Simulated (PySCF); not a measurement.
## How methods differ on the ionisation energy of Sr⁺

Sr⁺ [Kr] 5s1 (2S) → Sr²⁺ [Kr] (1S), as a difference of total energies. Computed with PySCF 2.14 in def2-TZVPPD with the def2 core potential (28 electrons) (6s4p3d1f, 40 functions), with scalar relativity through the core potential. Correlated levels: valence and next inner shell: nothing frozen outside the core potential. The calculations carry no spin-orbit coupling.

| method | ionisation energy (eV) | error (eV) |
| --- | --- | --- |
| UHF | 10.442 | -0.588 |
| LDA | 11.333 | +0.303 |
| PBE | 11.171 | +0.141 |
| PBE0 | 11.048 | +0.018 |
| r2SCAN | 10.866 | -0.164 |
| M06-L | 10.291 | -0.739 |
| PW91 | 11.209 | +0.179 |
| wB97M-V | 10.846 | -0.184 |
| M06 | 10.758 | -0.272 |
| MP2 (valence and next inner shell) | 10.915 | -0.115 |
| SCS-MP2 (valence and next inner shell) | 10.820 | -0.210 |

Reference: 11.030 eV (measured; NIST Atomic Spectra Database, ionization energies).

Errors of the correlated levels include the incompleteness of this basis.
